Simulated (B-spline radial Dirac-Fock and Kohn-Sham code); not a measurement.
# X-ray scattering factor of Sn²⁷⁺

System: the Sn²⁷⁺ ion, [Ar] 3d5.

Method: Dirac-Fock densities. Computed with a radial finite-basis atomic code. f₀ is the Fourier transform of the spherical electron density, S the Waller-Hartree incoherent function, and s = sin θ/λ. The electron scattering factor follows from the Mott-Bethe formula f_e = 0.023934 Å⁻¹·(Z − f₀)/s².

```
s (Å⁻¹)      f₀       S  f_e (Å)
      0  23.000   0.000        –
   0.07  22.945   0.051  132.149
   0.09  22.909   0.084   80.047
   0.11  22.865   0.125   53.674
   0.14  22.782   0.201   33.237
   0.17  22.679   0.296   22.626
   0.21  22.513   0.448   14.918
   0.26  22.260   0.679    9.821
   0.33  21.825   1.074    6.192
    0.4  21.304   1.542    4.293
    0.5  20.431   2.315    2.831
   0.63  19.117   3.456    1.862
   0.78  17.444   4.870    1.281
   0.97  15.254   6.672    0.884
   1.21  12.651   8.778    0.611
   1.51   9.987  10.989    0.420
   1.88   7.750  13.088    0.286
   2.35   6.166  15.028    0.190
   2.92   5.115  16.738    0.126
   3.64   4.099  18.324    0.083
   4.54   2.986  19.684    0.055
   5.65   2.041  20.696    0.036
   7.04   1.451  21.409    0.023
```

f₀ starts at the number of electrons, 23, and has fallen to half at s ≈ 1.34 Å⁻¹. The sum of ⟨r²⟩ over the electrons is 1.521 bohr². For an ion f_e diverges as s goes to zero, because of the net charge.
